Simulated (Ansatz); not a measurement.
Basis-set extrapolation for `CC(F)(F)CC(F)F` (PBE0-D4/def2-TZVP geometry, frozen core, the Gaussian-basis code of Ansatz). Multiplicity 1, RHF reference.

```csv
,def2-TZVPP,def2-QZVPP
HF,-552.976779,-553.000669
MP2 correlation,-1.662979,-1.803830
CCSD(T) correlation,-1.755138,not run
```

Energies in hartree. Use E(X) = E(∞) + A·exp(−7.88·√X) for Hartree–Fock and E(X) = E(∞) + B·X^(−2.97) for correlation, with X = 3 and 4, and add CCSD(T) minus MP2 of the smaller set to the MP2 limit.

What is the CCSD(T) energy at the basis-set limit?

HF limit: -553.000669 + (-0.023890) × 0.13774 = -553.00396. MP2 limit: -1.803830 + (-0.140851) × 0.74074 = -1.90816. Higher-order term: -1.755138 − (-1.662979) = -0.09216. Total: -555.00428 hartree, 715.1 kJ/mol below CCSD(T)/def2-TZVPP.
